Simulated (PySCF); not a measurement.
## Telling isomers of C$_{6}$H$_{8}$O$_{2}$Si apart by NMR

Isolated molecule, equivalent nuclei averaged, a single conformation, non-relativistic Hamiltonian. Structure optimised with GFN2-xTB; shielding tensors at PBE0/pcSseg-1 (GIAO); PySCF.

δ = σ(ref) − σ, references computed at the same level: 1H (σ = 31.72 ppm) and 13C (σ = 186.93 ppm) against TMS. Where no couplings were computed, multiplicities follow the n + 1 count of equivalent neighbours, and m marks all less simple cases (inequivalent or close neighbours, rings, F or P nearby). Shifts are as computed. Against solution values, carbons near 30 ppm lie about +3 ppm off and those near 130 ppm about +5 ppm. Of 1309 compounds with measured shifts, 239 miss one by over three times the rms of a fit or turn the order of signals round; such compounds aren't used in these exercises.

(1) Tabulate the signals of `COC(=O)C1=CC=C[SiH2]1`, `C#CC(=O)O[Si@@H](C)C=C` and their relative energies.

(2) What is the quickest way to tell COC(=O)C1=CC=C[SiH2]1 from C#CC(=O)O[Si@@H](C)C=C?

Results:

(1) 
```tsv
SMILES	carbon types	δC	δH	E rel. (kcal/mol)
COC(=O)C1=CC=C[SiH2]1	2×C 3×CH 1×CH3	170.9, 166.3, 155.3, 146.5, 140.1, 49.9	8.17 (d, 1H), 7.45 (m, 1H), 6.67 (m, 1H), 4.66 (m, 2H), 4.17 (s, 3H)	0.0
C#CC(=O)O[Si@@H](C)C=C	2×C 2×CH 1×CH2 1×CH3	158.2, 143.7, 142.1, 82.0, 80.4, -3.4	6.77 (m, 1H), 6.49 (m, 1H), 5.95 (m, 1H), 5.53 (m, 1H), 2.28 (s, 1H), 0.36 (d, 3H)	10.2
```

Energies are electronic energies at PBE0/pcSseg-1 on these geometries, without zero-point or thermal terms, each for the one conformer computed, which needn't be the lowest.

(2) Both give the same number of carbon signals, but DEPT or the intensities differ. The first has a methyl carbon bonded to O (CH3) at 49.9 ppm, the second a terminal =CH2 carbon at 142.1 ppm. Their most deshielded carbons lie at 170.9 and 158.2 ppm. In the proton spectra the most deshielded non-exchanging signals are 8.17 (d, 1H) and 6.77 (m, 1H).
